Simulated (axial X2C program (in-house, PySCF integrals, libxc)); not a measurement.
Potential curves of CaB²⁺, 2c

Calculated with an axial X2C code built on PySCF integrals. Two-component (2c) means X2C with spin–orbit coupling and atomic mean-field two-electron Coulomb and Gaunt terms. Basis: Ca dyall-v3z [11s12p4d3f], B dyall-v3z [7s6p2d1f] (cores contracted in-house); Gaussian nuclei, density fitting, unrestricted open shells. Masses: Ca 39.963 u, B 11.009 u.

State: Ω = 1/2 (⟨Sz⟩ = 0.50, ⟨Lz⟩ = 0.00 at HF). Energies in eV from the fragments at the same level (Ca+ + B+). Fits are polynomials in 1 − R0/R over 0.85 to 1.23 times the lowest point R0.

| R (Å) | HF |
| --- | --- |
| 2.6013 | 1.9647 |
| 2.7209 | 1.8279 |
| 2.8106 | 1.7721 |
| 2.9003 | 1.7459 |
| 2.9900 | 1.7418 |
| 3.0947 | 1.7575 |
| 3.1993 | 1.7887 |
| 3.3339 | 1.8436 |
| 3.4983 | 1.9237 |
| 3.7375 | 2.0502 |

Occupations by symmetry block were frozen at the best pattern of an incomplete PBE0 search. Dissociation energies refer to the lowest single-determinant-based atoms at the same level and basis.

Question: What are Re, ωe and De at the HF level?

Answer: At HF, 2c: Re = 2.964 Å, ωe ≈ 264 cm⁻¹, De = -1.74 eV to Ca+ + B+; Be follows as 0.222 cm⁻¹.
